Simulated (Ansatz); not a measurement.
Several settings on one geometry of cyclo-(H2SiS)2 (Si2H4S2) (that of the charge 0 singlet, PBE0-D4/def2-SVP). Ansatz on 4 threads of Arm Neoverse V1 on a shared host; times are rough.

```xyz
8

Si   -0.039   -0.668   -1.233
H    -1.146   -0.585   -2.226
H     1.022   -1.573   -1.757
S    -0.737   -1.276    0.714
Si    0.039    0.668    1.233
H    -1.020    1.574    1.760
H     1.148    0.584    2.224
S     0.735    1.277   -0.715
```

Totals from different functionals, basis sets or treatments of relativity can't be compared as stabilities.

B3LYP takes the VWN-RPA correlation.

The spins typed aren't always the lowest for that charge.

(1) Give the basis size and estimate the energy, ⟨S²⟩ and time of these runs.

```
run               method  charge    state                                                                   further keys
  1  RKS ωPBEh/def2-TZVP       0  singlet                      scf: {omitted_lower_state_checks: [starts]}; forces asked
  2   UKS r2SCAN/cc-pVTZ       1  doublet  final_grid: {core_spheres: 20, valence_spheres: 16, degree: 47}; forces asked
  3    UKS B3LYP/pcseg-2       1  doublet                                                                              –
```

Answers

(1) 
```
run  functions  energy (Eh)  ⟨S²⟩  wall time
  1        172   -1377.4719     –      3.2 s
  2        192   -1377.4932  0.76       37 s
  3        192   -1377.6771  0.75       14 s
```
